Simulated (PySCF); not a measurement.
Delta-SCF ions had no search for a lower state. Excitations are Tamm–Dancoff values on a coarser integration grid. The basis has no diffuse functions, so Rydberg states are missing or too high.

CH₃B₃, SMILES `B1=BB1C` (charge 0, multiplicity 1)

Method: PySCF 2.14.0 with PBE0-D3(BJ)/def2-TZVP.

```json
{
 "HOMO": "-7.11 eV",
 "dipole_moment": "1.64 D",
 "HOMO–LUMO gap": "3.25 eV",
 "LUMO": "-3.86 eV",
 "S1 excitation (TDA)": "1.38 eV",
 "S1 oscillator strength": "0.007",
 "T1 excitation (TDA)": "0.76 eV",
 "S1–T1 gap (TDA)": "0.62 eV",
 "vertical ionisation energy (Delta-SCF)": "9.29 eV",
 "total_energy": "-114.1416 Ha",
 "cost": "roughly 40 core-seconds"
}
```

```xyz
7

C     -0.9044     0.0173     0.0037
B      0.6422    -0.0120    -0.0032
B      2.0874     0.6231     0.3278
B      2.0592    -0.7040    -0.3421
H     -1.2758     1.0447    -0.0214
H     -1.2998    -0.4637     0.9018
H     -1.3089    -0.5055    -0.8666
```
